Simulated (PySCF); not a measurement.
# Identify the compound

Molecular formula: C₉H₈O. Simulated spectra:

1H NMR (400 MHz, computed): δ 9.98 (d, 1H), 7.97 (d, 2H), 7.77 (m, 2H), 7.74 (m, 1H), 7.25 (d, 1H), 6.99 (m, 1H).

13C{1H} NMR (computed): δ 196.5 (CH), 159.5 (CH), 139.5 (C), 137.7 (CH), 135.2 (CH), 134.8 (CH), 133.8 (CH).

Calculated, not measured (PySCF 2.14.0 with density-fitted response routines): coordinates at the GFN2-xTB level, σ from GIAO-PBE0/pcSseg-1. Single conformer, non-relativistic Hamiltonian, equivalent nuclei averaged, in vacuum.

δ = σ(ref) − σ, references computed at the same level: 1H and 13C against TMS.

Which of these isomers gave the spectra?
A. CC#CC#C/C=C\C(C)=O
B. O=C/C=C/c1ccccc1
C. Cc1coc2ccccc12
D. C#C[C@@]12CC=C[C@@H]1[C@@H]2C=O
E. O=C1CCc2ccccc21
F. C#C/C=C\C(C=C)=C/C=O

Answers

B. 

- The formula gives 6 degrees of unsaturation (1 ring in the answer).
- 7 carbon signals for 9 carbons: some carbons are equivalent by symmetry or fast rotation.
- Carbon types of the structure: 1 × C, 8 × CH, which accounts for all hydrogens.
- δC 196.5: aldehyde carbonyl carbon; low-lying n→π* states of the double bond to the heteroatom give a large paramagnetic term (-258 ppm).
- δC 159.5: β carbon of a C=C–C=O unit; conjugation with the carbonyl draws π density from the β position.
- δC 137.7, 135.2, 134.8: aromatic CH; the aromatic region.
- δC 133.8: α carbon of a C=C–C=O unit; the olefinic region.
- δH 9.98: hydrogen on an aldehyde carbonyl carbon; the C=O anisotropy and electron withdrawal place aldehyde protons far downfield.

The others: Cc1coc2ccccc12 would give 9 carbon signals, not 7; O=C1CCc2ccccc21 would give 9 carbon signals, not 7; C#C/C=C\C(C=C)=C/C=O would give 9 carbon signals, not 7; CC#CC#C/C=C\C(C)=O would give 9 carbon signals, not 7; C#C[C@@]12CC=C[C@@H]1[C@@H]2C=O would give 9 carbon signals, not 7.

Shifts are as computed. Against solution values, carbons near 30 ppm lie about +3 ppm off and those near 130 ppm about +5 ppm. Of 1211 compounds with measured shifts, 218 miss one by over three times the rms of a fit or turn the order of signals round; such compounds aren't used in these exercises. Multiplicities follow the n + 1 count of equivalent neighbours, as no J values were calculated; m marks all less simple cases, F and P coupling included.
